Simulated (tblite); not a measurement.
Input of a run (GFN2-xTB geometry optimisation, gas phase (tblite 0.8.0)), started from a force field or distance geometry:
```
{"job": {"kind": "relax", "xc": "GFN2-xTB", "basis": "xTB"}, "charge": 0, "multiplicity": 2}
C      2.516800    -0.786900    -0.125700
C      1.177800    -0.963100    -0.080500
C      0.183100     0.069900     0.055100
C      0.597200     1.520300     0.136200
C     -1.109300    -0.245300     0.091000
C     -2.064500    -1.257000     0.039800
C     -2.438200     0.175800     0.167300
H      3.179800    -1.632700    -0.211100
H      2.975600     0.192300    -0.080200
H      0.809500    -1.993500    -0.116200
H      1.147700     1.811800    -0.753500
H      1.229300     1.671500     1.024200
H     -0.265600     2.189200     0.247500
H     -2.227100    -1.836200    -0.857300
H     -2.897100     0.627100    -0.698700
H     -2.822700     0.465800     1.150400
```

Output (eV, eV/Å):
```
step      E/eV     max force
  0    -527.84660    3.520
  1    -528.03372    1.458
  2    -528.10516    1.020
  3    -528.15899    0.837
  4    -528.21932    0.718
  5    -528.27446    0.871
  6    -528.31052    0.639
  7    -528.33586    0.472
  8    -528.35920    0.490
  9    -528.38789    0.572
 10    -528.41083    0.458
 11    -528.42074    0.293
 12    -528.42513    0.249
 13    -528.42868    0.165
 14    -528.43203    0.111
 15    -528.43414    0.100
 16    -528.43521    0.115
 17    -528.43622    0.093
 18    -528.43734    0.098
 19    -528.43841    0.100
 20    -528.43946    0.111
 21    -528.44082    0.108
 22    -528.44268    0.111
 23    -528.44464    0.108
 24    -528.44612    0.084
 25    -528.44713    0.093
 26    -528.44818    0.089
 27    -528.44950    0.090
 28    -528.45066    0.075
 29    -528.45148    0.060
 30    -528.45224    0.075
 31    -528.45319    0.079
 32    -528.45412    0.062
 33    -528.45464    0.048
 34    -528.45485    0.048
 35    -528.45504    0.049
 36    -528.45535    0.060
 37    -528.45600    0.077
 38    -528.45676    0.072
 39    -528.45732    0.077
 40    -528.45782    0.068
 41    -528.45836    0.049
 42    -528.45887    0.050
 43    -528.45920    0.034
 44    -528.45939    0.029
 45    -528.45958    0.035
 46    -528.45983    0.044
 47    -528.46004    0.033
 48    -528.46017    0.021
 49    -528.46024    0.020
 50    -528.46031    0.024
 51    -528.46039    0.028
 52    -528.46046    0.023
 53    -528.46050    0.014
 54    -528.46052    0.012
 55    -528.46054    0.014
 56    -528.46056    0.015
 57    -528.46058    0.014
 58    -528.46060    0.011
 59    -528.46062    0.013
 60    -528.46064    0.015
 61    -528.46067    0.016
 62    -528.46070    0.019
 63    -528.46073    0.016
 64    -528.46076    0.019
 65    -528.46080    0.024
 66    -528.46084    0.024
 67    -528.46088    0.015
 68    -528.46092    0.013
 69    -528.46095    0.015
 70    -528.46097    0.015
 71    -528.46099    0.013
 72    -528.46101    0.008
```

Summarise the run.

The energy falls by 14.2 kcal/mol over 72 L-BFGS steps, the largest force on an atom goes from 3.52 to 0.008 eV/Å, and the atoms move by 0.213 Å rms after alignment. The bond that changes most is C5–C7 (ends: carbon bonded to 3 C; carbon bonded to 2 C and 2 H), which lengthens by 0.103 Å. Bonds longer at the end by more than 0.005 Å: 3 of 16; shorter: 10. Among the angles that change most is C5–C6–H14, from 121.6° to 151.2°. Among the dihedrals that turn most is H14–C6–C7–H15, from 0° to -73°. The energy never rose by more than 1e-5 eV on the way. The first step brought 30 % of the lowering.

What are the final bond lengths?

C1=C2 1.345 Å, C2–C3 1.423 Å, C3–C4 1.496 Å, C3=C5 1.377 Å, C5–C6 1.337 Å, C6–C7 1.488 Å, C5–C7 1.499 Å, C1–H8 1.076 Å, C1–H9 1.076 Å, C2–H10 1.083 Å, C4–H11 1.090 Å, C4–H12 1.090 Å, C4–H13 1.087 Å, C6–H14 1.061 Å, C7–H15 1.087 Å, C7–H16 1.087 Å. Numbering counts from 1 in the input's order; the species is `C=C/C(C)=C1\[CH]C1` [radical].

On an Arm Neoverse V1 with one thread, on a shared host, this took 0.37 s.

Its GFN2-xTB frequencies are all real (lowest 104 cm⁻¹).

One conformer stands for the species.

All values are computed, not measured.
